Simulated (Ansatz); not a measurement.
Two isomers of C3H8Si2: A = `C=C=C[SiH2][SiH3]`, B = `C#CC([SiH3])[SiH3]`.

Isolated molecules relaxed with PBE0-D4/def2-TZVP in Ansatz; ΔE leaves out vibrations. CBS: MP2 limit from def2 TZ/QZ plus the TZ coupled-cluster correction, frozen cores. Functionals use def2-TZVPP. B3LYP here is the variant with VWN-RPA as its local correlation; programs differ in this. One conformer a species, not always the lowest.

Question: Which is lower in electronic energy at CCSD(T)/CBS, and by how much? (An estimate is asked.)

Answer: Ansatz gave: A, by 7.2 kJ/mol.

Question: Give E(B) − E(A) in kJ/mol with ωB97M-V, B3LYP-D4, HF/def2-TZVPP, CCSD(T)/def2-TZVPP, MP2/def2-TZVPP, CCSD/def2-TZVPP, PBE0-D4. (An estimate is asked.)

Answer: Computed: ωB97M-V 11.0, B3LYP-D4 26.0, HF/def2-TZVPP 9.9, CCSD(T)/def2-TZVPP 8.2, MP2/def2-TZVPP -12.4, CCSD/def2-TZVPP 7.4, PBE0-D4 31.2. The order is the other way round with MP2/def2-TZVPP.

Largest T1 diagnostic: 0.013.

From PBE to PBE0 (25 % exact exchange), in def2-TZVPP and without D4, E(B) − E(A) moves by −9.5 kJ/mol. The D4 term adds −5.9 kJ/mol with B3LYP and −3.0 kJ/mol with PBE0; it sums over pairs of atoms, weighted by their polarisabilities, and B3LYP, whose exchange is more repulsive, gets the larger term.
